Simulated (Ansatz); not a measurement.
Bond stretch in BH, singlet.

- RKS-PBE = restricted PBE/aug-cc-pVQZ (Ansatz, a quantum-chemistry and plane-wave program)
- UKS-PBE = unrestricted PBE/aug-cc-pVQZ (Ansatz)
- UKS-CAM-B3LYP = unrestricted CAM-B3LYP/aug-cc-pVQZ (Ansatz)
- FCI = full CI/aug-cc-pVQZ, frozen core (Ansatz)

Energies relative to the lowest point of each curve near equilibrium, in kcal/mol; the last columns give the error against full CI:

```json
[
 {"R / Å": "0.99", "RKS-PBE": "21.8", "UKS-PBE": "21.1", "UKS-CAM-B3LYP": "19.3", "FCI": "20.3", "RKS-PBE − FCI": "1.5", "UKS-PBE − FCI": "0.8", "UKS-CAM-B3LYP − FCI": "-1.0"},
 {"R / Å": "1.05", "RKS-PBE": "11.4", "UKS-PBE": "10.9", "UKS-CAM-B3LYP": "9.5", "FCI": "10.2", "RKS-PBE − FCI": "1.2", "UKS-PBE − FCI": "0.7", "UKS-CAM-B3LYP − FCI": "-0.7"},
 {"R / Å": "1.13", "RKS-PBE": "3.5", "UKS-PBE": "3.3", "UKS-CAM-B3LYP": "2.4", "FCI": "2.8", "RKS-PBE − FCI": "0.7", "UKS-PBE − FCI": "0.5", "UKS-CAM-B3LYP − FCI": "-0.4"},
 {"R / Å": "1.18", "RKS-PBE": "1.1", "UKS-PBE": "0.9", "UKS-CAM-B3LYP": "0.5", "FCI": "0.7", "RKS-PBE − FCI": "0.4", "UKS-PBE − FCI": "0.3", "UKS-CAM-B3LYP − FCI": "-0.2"},
 {"R / Å": "1.22", "RKS-PBE": "0.2", "UKS-PBE": "0.1", "UKS-CAM-B3LYP": "0.0", "FCI": "0.0", "RKS-PBE − FCI": "0.1", "UKS-PBE − FCI": "0.1", "UKS-CAM-B3LYP − FCI": "0.0"},
 {"R / Å": "1.24", "RKS-PBE": "0.0", "UKS-PBE": "0.0", "UKS-CAM-B3LYP": "0.0", "FCI": "0.0", "RKS-PBE − FCI": "0.0", "UKS-PBE − FCI": "0.0", "UKS-CAM-B3LYP − FCI": "0.0"},
 {"R / Å": "1.27", "RKS-PBE": "0.1", "UKS-PBE": "0.1", "UKS-CAM-B3LYP": "0.4", "FCI": "0.3", "RKS-PBE − FCI": "-0.2", "UKS-PBE − FCI": "-0.2", "UKS-CAM-B3LYP − FCI": "0.1"},
 {"R / Å": "1.32", "RKS-PBE": "0.8", "UKS-PBE": "1.0", "UKS-CAM-B3LYP": "1.7", "FCI": "1.4", "RKS-PBE − FCI": "-0.6", "UKS-PBE − FCI": "-0.4", "UKS-CAM-B3LYP − FCI": "0.3"},
 {"R / Å": "1.38", "RKS-PBE": "2.7", "UKS-PBE": "2.9", "UKS-CAM-B3LYP": "4.1", "FCI": "3.6", "RKS-PBE − FCI": "-1.0", "UKS-PBE − FCI": "-0.8", "UKS-CAM-B3LYP − FCI": "0.5"},
 {"R / Å": "1.44", "RKS-PBE": "5.2", "UKS-PBE": "5.5", "UKS-CAM-B3LYP": "7.2", "FCI": "6.6", "RKS-PBE − FCI": "-1.4", "UKS-PBE − FCI": "-1.1", "UKS-CAM-B3LYP − FCI": "0.6"},
 {"R / Å": "1.53", "RKS-PBE": "9.9", "UKS-PBE": "10.2", "UKS-CAM-B3LYP": "12.8", "FCI": "11.8", "RKS-PBE − FCI": "-1.9", "UKS-PBE − FCI": "-1.7", "UKS-CAM-B3LYP − FCI": "1.0"},
 {"R / Å": "1.66", "RKS-PBE": "17.7", "UKS-PBE": "18.0", "UKS-CAM-B3LYP": "21.9", "FCI": "20.3", "RKS-PBE − FCI": "-2.6", "UKS-PBE − FCI": "-2.3", "UKS-CAM-B3LYP − FCI": "1.6"},
 {"R / Å": "1.89", "RKS-PBE": "32.3", "UKS-PBE": "32.6", "UKS-CAM-B3LYP": "38.6", "FCI": "35.4", "RKS-PBE − FCI": "-3.0", "UKS-PBE − FCI": "-2.8", "UKS-CAM-B3LYP − FCI": "3.2"},
 {"R / Å": "2.08", "RKS-PBE": "43.8", "UKS-PBE": "44.1", "UKS-CAM-B3LYP": "51.7", "FCI": "46.6", "RKS-PBE − FCI": "-2.8", "UKS-PBE − FCI": "-2.5", "UKS-CAM-B3LYP − FCI": "5.2"},
 {"R / Å": "2.20", "RKS-PBE": "50.5", "UKS-PBE": "50.8", "UKS-CAM-B3LYP": "58.9", "FCI": "52.8", "RKS-PBE − FCI": "-2.3", "UKS-PBE − FCI": "-2.1", "UKS-CAM-B3LYP − FCI": "6.1"},
 {"R / Å": "2.48", "RKS-PBE": "64.3", "UKS-PBE": "64.4", "UKS-CAM-B3LYP": "69.8", "FCI": "64.7", "RKS-PBE − FCI": "-0.4", "UKS-PBE − FCI": "-0.3", "UKS-CAM-B3LYP − FCI": "5.1"},
 {"R / Å": "2.73", "RKS-PBE": "74.4", "UKS-PBE": "71.8", "UKS-CAM-B3LYP": "75.3", "FCI": "72.3", "RKS-PBE − FCI": "2.2", "UKS-PBE − FCI": "-0.4", "UKS-CAM-B3LYP − FCI": "3.0"},
 {"R / Å": "3.02", "RKS-PBE": "83.8", "UKS-PBE": "76.6", "UKS-CAM-B3LYP": "79.0", "FCI": "77.9", "RKS-PBE − FCI": "6.0", "UKS-PBE − FCI": "-1.2", "UKS-CAM-B3LYP − FCI": "1.1"},
 {"R / Å": "3.39", "RKS-PBE": "92.7", "UKS-PBE": "79.6", "UKS-CAM-B3LYP": "81.4", "FCI": "81.6", "RKS-PBE − FCI": "11.1", "UKS-PBE − FCI": "-2.0", "UKS-CAM-B3LYP − FCI": "-0.2"},
 {"R / Å": "3.75", "RKS-PBE": "98.7", "UKS-PBE": "80.8", "UKS-CAM-B3LYP": "82.5", "FCI": "83.2", "RKS-PBE − FCI": "15.5", "UKS-PBE − FCI": "-2.4", "UKS-CAM-B3LYP − FCI": "-0.7"},
 {"R / Å": "4.35", "RKS-PBE": "104.9", "UKS-PBE": "81.4", "UKS-CAM-B3LYP": "83.2", "FCI": "84.1", "RKS-PBE − FCI": "20.8", "UKS-PBE − FCI": "-2.7", "UKS-CAM-B3LYP − FCI": "-1.0"},
 {"R / Å": "4.96", "RKS-PBE": "108.3", "UKS-PBE": "81.5", "UKS-CAM-B3LYP": "83.4", "FCI": "84.3", "RKS-PBE − FCI": "24.0", "UKS-PBE − FCI": "-2.8", "UKS-CAM-B3LYP − FCI": "-1.0"}
]
```

RKS-PBE is furthest from FCI at 4.96 (24.0 kcal/mol, above); its mean absolute error over the points is 4.5 kcal/mol.

UKS-PBE is furthest from FCI at 4.96 (-2.8 kcal/mol, below); its mean absolute error over the points is 1.3 kcal/mol.

UKS-CAM-B3LYP is furthest from FCI at 2.20 (6.1 kcal/mol, above); its mean absolute error over the points is 1.5 kcal/mol.

The restricted form behind RKS-PBE keeps the bonding electrons paired and can't separate into open-shell fragments. The unrestricted determinant behind UKS-PBE is spin-contaminated at 0.99 to 1.44, 2.48 to 4.96 Å (<S²> up to 1.0, against 0.00 for a pure singlet). The unrestricted determinant behind UKS-CAM-B3LYP is spin-contaminated at 0.99 to 1.32, 2.20 to 4.96 Å (<S²> up to 1.0, against 0.00 for a pure singlet).
